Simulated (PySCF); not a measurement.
**How methods differ on the ionisation energy of Ar²⁺**

Ar²⁺ [Ne] 3s2 3p4 (3P) → Ar³⁺ [Ne] 3s2 3p3 (4S), as a difference of total energies. All numbers are calculated (PySCF 2.14, the spin-free X2C one-electron Hamiltonian (Gaussian nucleus), in x2c-TZVPPall with one added diffuse shell each of s, p, d type (6s6p4d1f, 51 functions)). Correlated levels: valence: [Ne] frozen; valence and next inner shell: 1s2 frozen. The calculations carry no spin-orbit coupling.

| method | ionisation energy (eV) |
| --- | --- |
| UHF | 39.373 |
| PBE | 40.730 |
| PBE0 | 40.722 |
| r2SCAN | 40.677 |
| revPBE | 40.698 |
| BLYP | 40.700 |
| wB97X | 40.737 |
| B3LYP | 40.871 |
| MP2 (valence) | 40.172 |
| SCS-MP2 (valence) | 40.260 |
| SCS-MP2 (valence and next inner shell) | 40.270 |

Estimate what LDA gives.

40.839 eV, closest to B3LYP among the rows shown.

Estimate what MP2 (valence and next inner shell) gives.

40.195 eV, closest to MP2 (valence) among the rows shown.

A first-order spin-orbit estimate (lowest level to lowest level, LS coupling) adds 0.065 eV.

Errors of the correlated levels include the incompleteness of this basis and the frozen core.

For comparison: 40.735 ± 0.012 eV (semi-empirical (NIST evaluation); NIST Atomic Spectra Database, ionization energies).
